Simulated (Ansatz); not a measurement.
def2 core potentials replace the inner electrons of Sb.

These are frozen-core CCSD(T)/def2-TZVPP // B3LYP-D3(BJ)/def2-SVP (Ansatz, an electronic-structure program) values and carry that method's errors. The restricted HF reference is unstable towards unrestricted orbitals.

Ansatz 0.2 input:
```yaml
crystal:
  periodic: [false, false, false]
  atoms:
    - { symbol: O, position_ang: [2.919351, -0.865145, -0.715744] }
    - { symbol: Sb, position_ang: [2.276092, -0.537381, 1.162392] }
    - { symbol: O, position_ang: [2.596691, 1.429453, 1.349018] }
    - { symbol: C, position_ang: [0.266302, -0.286884, 0.403448] }
    - { symbol: C, position_ang: [-0.661953, 0.462389, 1.142058] }
    - { symbol: C, position_ang: [-1.962275, 0.643003, 0.661592] }
    - { symbol: C, position_ang: [-2.339499, 0.075595, -0.559494] }
    - { symbol: C, position_ang: [-1.414836, -0.665383, -1.302137] }
    - { symbol: C, position_ang: [-0.113595, -0.847076, -0.824079] }
    - { symbol: H, position_ang: [3.831243, -1.189433, -0.710914] }
    - { symbol: H, position_ang: [2.094961, 1.912209, 0.673608] }
    - { symbol: H, position_ang: [-0.369166, 0.925, 2.089744] }
    - { symbol: H, position_ang: [-2.681141, 1.230046, 1.238856] }
    - { symbol: H, position_ang: [-3.356168, 0.215394, -0.935287] }
    - { symbol: H, position_ang: [-1.707458, -1.098686, -2.26208] }
    - { symbol: H, position_ang: [0.621351, -1.403, -1.410881] }
basis:
  gaussian: { orbitals: def2-TZVPP }
correlation:
  method: ccsd_t
```

Output:

```
Functional definition: HF
2579 factors; integrals over basis functions are off by at most 7.9e-4 eV
mean field evaluation 1: about -16873.8611 eV, gradient 6.3e1 eV
mean field evaluation 2: about -16874.3654 eV, gradient 6.3e1 eV
mean field evaluation 4: about -16883.0037 eV, gradient 6.3e0 eV
mean field evaluation 8: about -16883.1525 eV, gradient 6.2e-1 eV
mean field evaluation 16: about -16873.8604 eV, gradient 6.3e1 eV
mean field -16883.15392765 eV, -620.4444630283 hartree, gradient 2.5e-6 eV, S^2 0.000000; 0 other end points of the search recorded, 0 dependent functions left out; unrestricted orbitals would lower it
12 core orbitals not correlated
reference -16883.15392765 eV, -620.4444630283 hartree; 29, 29 occupied and 355, 355 virtual orbitals, 2579 factors
second order -48.55516811 eV of doubles, -0.00000000 eV of singles
cycle   1  -47.11914049 eV  change     1.4e0 eV  update   1.8e-1
cycle   2  -48.40581010 eV  change    -1.3e0 eV  update   5.9e-2
cycle   3  -48.70086240 eV  change   -3.0e-1 eV  update   2.8e-2
cycle   4  -48.68501579 eV  change    1.6e-2 eV  update   8.5e-3
cycle   5  -48.67884872 eV  change    6.2e-3 eV  update   4.2e-3
cycle   6  -48.68240280 eV  change   -3.6e-3 eV  update   1.3e-3
cycle   7  -48.68209156 eV  change    3.1e-4 eV  update   5.7e-4
cycle   8  -48.68155956 eV  change    5.3e-4 eV  update   2.2e-4
cycle   9  -48.68158708 eV  change   -2.8e-5 eV  update   9.1e-5
cycle  10  -48.68167471 eV  change   -8.8e-5 eV  update   3.6e-5
cycle  11  -48.68158589 eV  change    8.9e-5 eV  update   1.6e-5
cycle  12  -48.68160726 eV  change   -2.1e-5 eV  update   6.8e-6
perturbative correction -2.31802841 eV, -0.0851859728 hartree
Total energy: -16934.15356331 eV, -622.3186650701 hartree
```

Cost: around 6 core-hours (rough).
